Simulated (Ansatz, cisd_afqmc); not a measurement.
Species: Bi, charge -1, triplet.

Total energies in def2-TZVPPD, 6 correlated electrons, 9 frozen orbitals. Open shells are spin-unrestricted; no spin-orbit coupling. Cores are frozen in correlated methods (noble-gas shells, and filled d and f shells in the p block). Past Kr the def2 sets carry scalar-relativistic core potentials. AFQMC/CISD: phaseless, guided by CISD from CCSD amplitudes; bars are statistical, one sigma. Outlying blocks are dropped, and bars are widened where a walk drifts. Over all cases where full CI ran beside it in this data, AFQMC minus full CI had a median of +0.1 mEh and passed +0.4 mEh in a tenth of the cases. Spin-orbit terms, left out, reach several kcal/mol for Br and I, and more for heavier atoms.

```tsv
method	program	energy (Eh)	minus CCSDTQ (mEh)
HF	Ansatz	-213.58215	91.90
MP2	Ansatz	-213.65596	18.09
CCSD	Ansatz	-213.67024	3.80
CCSD(T)	Ansatz	-213.67337	0.68
CCSDT(Q)	Ansatz	-213.67404	0.01
CCSDTQ	Ansatz	-213.67405	0.00
AFQMC/CISD	cisd_afqmc	-213.6739 ± 0.0002	0.2 ± 0.2
```

Ansatz is a program for electronic structure.
